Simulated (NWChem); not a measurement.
System: GaH2O2F; SMILES [OH][Ga]([F])[OH]

NWChem input:

```
start job
memory heap 200 mb stack 900 mb global 1100 mb
geometry units angstroms noautosym nocenter noautoz
  Ga     0.001296     0.008843     0.000000
  F     -1.082506    -1.357388     0.000000
  O     -0.701771     1.625461     0.000000
  H     -0.037187     2.323021     0.000000
  O      1.746182    -0.283323     0.000000
  H      1.975585    -1.219163     0.000000
end
basis spherical
  * library def2-svpd
end
dft
  xc xcamb88 1.00 lyp 0.81 vwn_5 0.19 hfexch 1.00
  cam 0.33 cam_alpha 0.19 cam_beta 0.46
  iterations 150
end
property
  response 1 0.0
end
task dft property
```

The geometry was optimised at PBE0/def2-SVP.

Static field.

Q: What results follow from this input? (CAM-B3LYP/def2-SVPD.) Quantities: isotropic polarisability (bohr³); anisotropy (bohr³).

A: 
```
Item                              Value
--------------------------------  -----
isotropic polarisability (bohr³)   33.3
anisotropy (bohr³)                  9.2
```
